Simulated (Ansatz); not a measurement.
A run for Ansatz (a quantum-chemistry and plane-wave program): R-CCSD(T)/cc-pVDZ on BGeH5O (SMILES O[BH][GeH3]), a point of a torsion scan. The run froze 16 orbitals, filled d shells among them.

Ansatz 0.2 input:
```yaml
crystal:
  periodic: [false, false, false]
  atoms:
    - {symbol: O, position_ang: [1.49329552, 0.75733105, -0.27632100]}
    - {symbol: B, position_ang: [0.93994541, -0.24223119, 0.40075890]}
    - {symbol: Ge, position_ang: [-0.91075469, 0.12432897, 1.12772232]}
    - {symbol: H, position_ang: [2.12160172, 0.57569411, -0.97646433]}
    - {symbol: H, position_ang: [1.40690623, -1.32887529, 0.37881519]}
    - {symbol: H, position_ang: [-1.93637416, -0.58437720, 0.29238368]}
    - {symbol: H, position_ang: [-1.37327875, 1.54461659, 1.08615774]}
    - {symbol: H, position_ang: [-1.28320559, -0.33297995, 2.50502075]}
basis:
  gaussian:
    orbitals: cc-pVDZ
magnetization: {spin_polarized: false}
correlation: {method: ccsd_t, electrons: outside_noble_gas}
scf: {lower_state_search: off}
```

Output:

```
WARN ansatz: RAYON_NUM_THREADS=1 ignored (pool sized by the plan → 1); use --threads N
Functional definition: HF
these checks for a lower state are left out or cut short: stability, starts, cluster_reference, orbital_swaps, neighbouring_geometries, increment
integrals: 0.07 GiB planned
801 factors; integrals over basis functions are off by at most 9.2e-4 eV
mean field: 0.21 GiB planned
mean field evaluation 1: about -59259.1179 eV, gradient 2.9e1 eV
mean field evaluation 2: about -59259.1651 eV, gradient 3.0e1 eV
mean field evaluation 4: about -59261.2383 eV, gradient 2.8e0 eV
mean field evaluation 8: about -59261.2731 eV, gradient 1.1e-1 eV
mean field -59261.27319254 eV, -2177.8116210923 hartree, gradient 2.9e-6 eV, S^2 0.000000; 0 other end points of the search recorded, 0 dependent functions left out
16 core orbitals not correlated
reference -59261.27319254 eV, -2177.8116210923 hartree; 9, 9 occupied and 55, 55 virtual orbitals, 801 factors
second order -10.13453549 eV of doubles, -0.00000000 eV of singles
coupled cluster: 0.17 GiB planned
cycle   1  -10.83029386 eV  change   -7.0e-1 eV  update   8.6e-2
cycle   2  -11.18154178 eV  change   -3.5e-1 eV  update   2.6e-2
cycle   3  -11.26093522 eV  change   -7.9e-2 eV  update   1.5e-2
cycle   4  -11.25469274 eV  change    6.2e-3 eV  update   4.5e-3
cycle   5  -11.25440848 eV  change    2.8e-4 eV  update   1.6e-3
cycle   6  -11.25440352 eV  change    5.0e-6 eV  update   5.2e-4
cycle   7  -11.25421120 eV  change    1.9e-4 eV  update   2.0e-4
cycle   8  -11.25427258 eV  change   -6.1e-5 eV  update   8.8e-5
cycle   9  -11.25431048 eV  change   -3.8e-5 eV  update   3.5e-5
cycle  10  -11.25429113 eV  change    1.9e-5 eV  update   1.4e-5
perturbative correction -0.26928926 eV, -0.0098961980 hartree
Total energy: -59272.79677294 eV, -2178.2351048608 hartree
Checks for a lower state left out: stability, starts, cluster_reference, orbital_swaps, neighbouring_geometries, increment
```

Self-consistency was reached.

Cost: very roughly 2.8 core-seconds.
